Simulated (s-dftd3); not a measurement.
BrHg, charge +1, singlet, geometry from GFN2-xTB (such geometries of metal compounds can be far from the true shape); D3(bj) for bp86 run with s-dftd3.

s-dftd3 was given this input:
```
$ s-dftd3 mol.xyz --bj bp86 --json dftd3.json --noedisp --grad

# file mol.xyz
2

Hg    -0.00000000    -0.00000000    -0.70933199
Br     0.00000000     0.00000000     1.62133027
```

Predict the main parts of the log of this s-dftd3 run.


```
-----------------------------------
 s i m p l e   D F T - D 3  v1.4.0
-----------------------------------

Rational (Becke-Johnson) damping: bp86-D3(BJ)
---------------------
  s6         1.0000
  s8         3.2822
  s9         0.0000
  a1         0.3946
  a2         4.8516
 alp        14.0000
--------------------

Dispersion energy:      -3.1861415494400E-03 Eh

Gradient norm:           5.2305169898490E-05 Eh/a0
--------------------------------------------------
     #    Z           dE/dx      dE/dy      dE/dz
--------------------------------------------------
     1   80 Hg    0.000E+00  0.000E+00 -3.699E-05
     2   35 Br    0.000E+00  0.000E+00  3.699E-05
--------------------------------------------------

Virial:
--------------------------------------------------
      component           x          y          z
--------------------------------------------------
          x       0.000E+00  0.000E+00  0.000E+00
          y       0.000E+00  0.000E+00  0.000E+00
          z       0.000E+00  0.000E+00  1.629E-04
--------------------------------------------------

[Info] JSON dump of results written to 'dftd3.json'
```
